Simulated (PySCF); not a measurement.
## Dipole polarisabilities along group 12

Calculated with PySCF 2.14 for the ground configurations, without spin-orbit coupling: coupled response for Hartree-Fock and DFT, finite fields for MP2 and CCSD(T), with Zn 3s2 3p6; Cd 4s2 4p6; Hg 5s2 5p6 frozen. Mean α in bohr³, C₆ of like pairs in atomic units.

| species | α UHF | α PBE | α PBE0 | α MP2 | α CCSD(T) | α recommended (Schwerdtfeger and Nagle) | C₆ UHF | C₆ PBE | C₆ PBE0 |
| --- | --- | --- | --- | --- | --- | --- | --- | --- | --- |
| Zn [Ar] 3d10 4s2 (aug-cc-pwCVDZ-PP with ECP10MDF, ECP) | 50.50 | 37.82 | 40.40 | 37.17 | 38.93 | 38.67 ± 0.3 | 393.5 | 260.9 | 286.8 |
| Cd [Kr] 4d10 5s2 (aug-cc-pwCVDZ-PP with ECP28MDF, ECP) | 63.78 | 46.13 | 49.35 | 40.86 | 47.48 | 46 ± 2 | 607.5 | 398.0 | 434.3 |
| Hg [Xe] 4f14 5d10 6s2 (aug-cc-pwCVDZ-PP with ECP60MDF, ECP) | 44.67 | 34.37 | 35.88 | 29.37 | 34.46 | 33.91 ± 0.34 | 430.0 | 317.1 | 333.4 |

Hartree-Fock lacks correlation. MP2 and CCSD(T) carry the error of the frozen core. All values carry a basis error.
